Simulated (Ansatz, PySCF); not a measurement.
Gas-phase reaction R1 → P1 + P2, each structure at its B3LYP-D3(BJ)/def2-TZVP stationary point, reached from a drawn start (curvature not checked).
P1: H atom, charge 0, multiplicity 2.
R1: H2Zn (SMILES [ZnH2]), charge 0, multiplicity 1.
P2, HZn (SMILES [ZnH]) (charge 0, multiplicity 2):
```xyz
2

Zn     0.0000     0.0000    -0.8164
H      0.0000     0.0000     0.8164
```

| level | reaction energy (kJ/mol) |
|---|---|
| HF/def2-SVP | 255.2 |
| HF/def2-TZVPP | 242.1 |
| HF/def2-QZVPP | 242.1 |
| SVWN5/def2-TZVPP | 369.8 |
| PBE/def2-TZVPP | 327.1 |
| BLYP/def2-TZVPP | 329.0 |
| revPBE/def2-TZVPP | 320.3 |
| r2SCAN/def2-TZVPP | 334.5 |
| B97M-V/def2-TZVPP | 352.4 |
| B3LYP/def2-TZVPP | 334.4 |
| PBE0/def2-TZVPP | 326.6 |
| BHLYP/def2-TZVPP | 331.0 |
| M06-2X/def2-TZVPP | 320.2 |
| CAM-B3LYP/def2-TZVPP | 343.3 |
| wB97X-V/def2-TZVPP | 350.0 |
| wB97M-V/def2-TZVPP | 346.1 |
| B2PLYP/def2-TZVPP | 336.4 |
| MP2/def2-SVP | 324.4 |
| MP2/def2-TZVPP | 333.2 |
| MP2/def2-QZVPP | 338.5 |
| MP2/CBS(def2-TZVPP, def2-QZVPP) | 342.4 |
| SCS-MP2/def2-SVP | 330.7 |
| SCS-MP2/def2-TZVPP | 340.9 |
| SCS-MP2/def2-QZVPP | 347.3 |
| CCSD/def2-SVP | 329.5 |
| CCSD/def2-TZVPP | 335.6 |
| CCSD/def2-QZVPP | 338.6 |
| CCSD(T)/def2-SVP | 330.8 |
| CCSD(T)/def2-TZVPP | 338.2 |
| CCSD(T)/def2-QZVPP | 341.2 |
| CCSD(T)/CBS(def2-TZVPP, def2-QZVPP) | 343.3 |

P less R. No zero-point or thermal terms; singlets are restricted closed shells; open shells are unrestricted; no spin–orbit coupling. The spin states of the d-block species are the ones drawn and need not be the lowest.

Cores are frozen in the correlated methods. CBS: X⁻³ extrapolation of the correlation energy, Hartree–Fock from the larger set.

The values were computed with Ansatz (a first-principles code); PySCF for M06-2X. Each number belongs to the level named beside it.
